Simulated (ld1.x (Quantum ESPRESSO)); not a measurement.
Logarithmic derivatives: Al (Z = 13), RRKJ

- Element: Al (Z = 13)
- Generator: ld1.x (Quantum ESPRESSO) 7.5
- Type: norm-conserving RRKJ (Kleinman–Bylander form)
- Functional: revPBE
- Relativity: scalar-relativistic
- Frozen core: [Ne]
- Valence charge: 3
- Reference configuration: 3s2 3p1
- Partial waves: 3s (bound): rc 1.80 bohr; 3p (bound): rc 2.35 bohr; 3d channel at 0.05 Ry: rc 1.85 bohr
- Local potential: the d channel
- Core correction: none

The phase is arctan(r·u′/u) with u = r·R(r), unwrapped; energies in Ry, scanned from -3 to 5 Ry. A pole is an energy at which the radial function vanishes at the test radius. The pseudo phase is shifted by a multiple of π to meet the all-electron one at the reference energy, and phase errors are pseudo minus all-electron; the curves can meet again beyond the range given. Levels narrower than the energy grid can be missing from the lists of poles.

```json
{"channel": "s", "radius (bohr)": "2.56", "reference energy (Ry)": "-0.57", "poles, all-electron": "0.87", "poles, pseudo": "0.77, 2.48", "unbroken range about the reference energy with phases within 0.05 rad": "below 1.3", "phase error 1 Ry above the reference energy (rad)": "-0.009"}
{"channel": "p", "radius (bohr)": "2.56", "reference energy (Ry)": "-0.20", "poles, all-electron": "1.67", "poles, pseudo": "1.58", "unbroken range about the reference energy with phases within 0.05 rad": "below 2.6", "phase error 1 Ry above the reference energy (rad)": "-0.007"}
{"channel": "d", "radius (bohr)": "2.56", "reference energy (Ry)": "0.05", "poles, all-electron": "2.43", "poles, pseudo": "2.45", "unbroken range about the reference energy with phases within 0.05 rad": "below 4.2", "phase error 1 Ry above the reference energy (rad)": "+0.002"}
```

Phases in the p channel:

| E (Ry) | all-electron | pseudo |
| --- | --- | --- |
| -3.00 | 1.319 | 1.318 |
| -2.52 | 1.290 | 1.288 |
| -2.04 | 1.248 | 1.246 |
| -1.56 | 1.182 | 1.180 |
| -1.08 | 1.061 | 1.060 |
| -0.60 | 0.776 | 0.774 |
| -0.12 | -0.107 | -0.107 |
| 0.36 | -1.055 | -1.060 |
| 0.84 | -1.371 | -1.379 |
| 1.32 | -1.508 | -1.519 |
| 1.80 | -1.590 | -1.608 |
| 2.28 | -1.655 | -1.685 |
| 2.76 | -1.718 | -1.777 |
| 3.24 | -1.796 | -1.937 |
| 3.72 | -1.917 | -2.432 |
| 4.20 | -2.175 | -3.890 |
| 4.68 | -2.951 | -4.403 |
